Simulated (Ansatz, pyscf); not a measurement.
H₃C–O⁻ → H₂C⁻–OH, a hydrogen shift on the singlet surface: C–H broken, H–O formed. Single points on ωB97X-D3(BJ)/def2-SVPD structures (PySCF, gas phase). Wave-function energies: Ansatz (a quantum-chemistry and plane-wave program), frozen core, RHF or UHF references. In kcal/mol, from the reactant's lowest minimum found.

Cost: rough CPU time of the saddle's run relative to CCSD(T)/aug-cc-pV(D+d)Z, from one job on a shared machine, with the HF step and its search for lower states.

| level | barrier | reaction energy | cost |
|---|---|---|---|
| PBE0-D3(BJ)/def2-TZVPD | 59.04 | +35.72 | – |
| ωB97X-D3(BJ)/def2-TZVPD | 59.89 | +34.37 | – |
| CCSD(T)/aug-cc-pV(D+d)Z | 57.22 | +30.97 | 1 |
| CCSDT(Q)/aug-cc-pV(D+d)Z | 56.89 | +30.87 | 98 |
| CCSD(T)/aug-cc-pV(T+d)Z | 57.00 | +31.10 | 9 |
| CCSD(T)/aug-cc-pV(Q+d)Z | 57.37 | +31.39 | – |

In aug-cc-pV(D+d)Z, going from CCSD(T) to CCSDT(Q) shifts the barrier by -0.34 and the reaction energy by -0.11 kcal/mol. With HF in the quadruple-zeta basis and the correlation energy extrapolated as X⁻³ from X = 3, 4, CCSD(T) gives 57.51 and +31.60; adding the double-zeta shift gives ΔE‡ = 57.17 and ΔE = +31.49 kcal/mol, without core correlation, relativity or geometry relaxation at these levels. This is the saddle that the search found; another between the same sides may lie lower.
